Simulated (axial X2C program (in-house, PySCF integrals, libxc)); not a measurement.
## Spin–orbit effects down a group: molecules with Ca (ions), MP2

Computed with an in-house relativistic program for diatomic molecules, spin-free (one-electron X2C) or two-component (2c: spin–orbit coupling with atomic mean-field Coulomb and Gaunt terms, which also bring small scalar terms), in Dyall basis sets with cores contracted in-house; open shells are unrestricted.

Basis sets: Br dyall-acv3z, Ca dyall-acv3z, Cl dyall-av3z, F dyall-av3z. Frozen shells (counts by l): CaF⁻ Ca 3s2p, F 1s, 10 electrons correlated; CaCl⁻ Ca 3s2p, Cl 2s1p, 10 electrons correlated; CaBr⁻ Br 3s2p1d, Ca 3s2p, 10 electrons correlated. Where the outer core of a metal is frozen, bonds come out longer and ionisation energies lower.

| molecule | spin-free state | Re (Å) | ωe (cm⁻¹) | De (eV) | 2c state | Re 2c (Å) | ωe 2c (cm⁻¹) | De 2c (eV) |
| --- | --- | --- | --- | --- | --- | --- | --- | --- |
| CaF⁻ | M_S = 0, Λ = 0 | 2.059 | 482.3 | 3.06 | Ω = 0 | 2.059 | 482.3 | 3.06 |
| CaCl⁻ | M_S = 0, Λ = 0 | 2.607 | 279.3 | 1.82 | Ω = 0 | 2.608 | 279.2 | 1.82 |
| CaBr⁻ | M_S = 0, Λ = 0 | 2.792 | 207.6 | 1.54 | Ω = 0 | 2.793 | 207.4 | 1.54 |

Work out the shifts from the spin-free to the two-component result.



```
molecule  2c state  ΔRe (Å)  Δωe (cm⁻¹)  ΔDe (eV)
    CaF⁻     Ω = 0    0.000         0.0      0.00
   CaCl⁻     Ω = 0    0.001        -0.1      0.00
   CaBr⁻     Ω = 0    0.001        -0.2      0.00
```

Shifts of one unit in the last digit are rounding.

Fragments in 2c: Ca + F-, Ca + Cl-, Br- + Ca. Each entry is the lowest single determinant of a limited PBE0 search at one distance. De goes to single-determinant-based atoms at the same level (for ions the charge split of lowest energy) and is withheld (n/a) where an atom does not fit its ground term or J level. Main or longest-lived isotopes.
